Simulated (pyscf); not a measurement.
Elementary routes open to `[SiH2]=[SiH][SiH3]` in the gas phase (singlet surface):
A. `[SiH2]1[SiH2][SiH2]1` (H–Si broken; Si–Si, H–Si formed)
B. `[SiH3][Si][SiH3]` [singlet] (H–Si broken; H–Si formed)

Optimised with ωB97X-D3(BJ)/def2-SVP in PySCF. MP2 and CC: frozen core, UHF for open shells. ΔMP2 is the change of the MP2 total energy from the triple- to the quadruple-zeta basis.

**Question.** Rank the routes by free-energy barrier at 298 K, lowest first, for CCSD(T)/def2-TZVPP + ΔMP2(QZVPP) energies (ideal gas, 1 atm, RRHO with modes under 100 cm⁻¹ raised to 100, one conformer, R ln 2 for chiral ones without a mode under 150 cm⁻¹).

**Answer.** B (14.0 kcal/mol), A (44.2 kcal/mol)

Route B is the fastest of these, ahead of the next by 30.2 kcal/mol. The most stable products are those of A (ΔG = -7.9 kcal/mol), whose barrier is 30.2 kcal/mol higher: the kinetic and the thermodynamic product differ. At 1200 K B is still the fastest. Only these routes are compared; each barrier is that of the saddle found, and lower ones may exist. The CCSD(T) − MP2 part came from Ansatz, without density fitting, on the same reference.
